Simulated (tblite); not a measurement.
Parent: `[SiH3:1][CH:2]1[CH:3]=[CH:4]1`, C3H6Si.

The geometries are computed with GFN2-xTB (gas phase). One conformer each, not checked by frequencies here.

| coordinate of the parent | value |
| --- | --- |
| Si1–C2 | 1.886 Å |
| C2–C3 | 1.514 Å |
| C3=C4 | 1.293 Å |
| C2–C4 | 1.514 Å |
| Si1–C2–C3 | 121.9° |
| Si1–C2–C4 | 122.0° |
| C3–C2–C4 | 50.6° |
| C2–C3–C4 | 64.7° |
| C2–C4–C3 | 64.7° |

Question: How does the shared frame change in `[CH:1]#[C:2][SiH2:3][CH:4]1[CH:5]=[CH:6]1` with C2–Si3–C4–C5 -151°, C5H6Si? Atoms pair as Si1 = Si3, C2 = C4, C3 = C5, C4 = C6 (parent first).

Answer: 
```
   parent   relative  value in the relative  change
   Si1–C2     Si3–C4                1.889 Å  +0.003
    C2–C3      C4–C5                1.514 Å   0.000
    C3=C4      C5=C6                1.293 Å   0.000
    C2–C4      C4–C6                1.513 Å  -0.001
Si1–C2–C3  Si3–C4–C5                 121.6°    -0.3
Si1–C2–C4  Si3–C4–C6                 122.1°    +0.1
 C3–C2–C4   C5–C4–C6                  50.6°     0.0
 C2–C3–C4   C4–C5–C6                  64.7°     0.0
 C2–C4–C3   C4–C6–C5                  64.7°     0.0
```

No shared bond changes by more than 0.004 Å. Bonds of the relative outside the shared frame: C1≡C2 1.202, C2–Si3 1.852 Å. Point group Cs → C1.

Question: How does the shared frame change in `[CH2:1]=[CH:2][CH2:3][SiH2:4][CH:5]1[CH:6]=[CH:7]1` with C1–C2–C3–Si4 -105°, C2–C3–Si4–C5 60°, C3–Si4–C5–C6 94°, C6H10Si? Atoms pair as Si1 = Si4, C2 = C5, C3 = C6, C4 = C7 (parent first).

Answer: 
```
   parent   relative  value in the relative  change
   Si1–C2     Si4–C5                1.886 Å   0.000
    C2–C3      C5–C6                1.515 Å  +0.001
    C3=C4      C6=C7                1.293 Å   0.000
    C2–C4      C5–C7                1.513 Å  -0.001
Si1–C2–C3  Si4–C5–C6                 121.9°     0.0
Si1–C2–C4  Si4–C5–C7                 122.1°    +0.1
 C3–C2–C4   C6–C5–C7                  50.5°    -0.1
 C2–C3–C4   C5–C6–C7                  64.6°    -0.1
 C2–C4–C3   C5–C7–C6                  64.8°    +0.1
```

No shared bond changes by more than 0.004 Å. Bonds of the relative outside the shared frame: C1=C2 1.321, C2–C3 1.486, C3–Si4 1.914 Å. Point group Cs → C1.
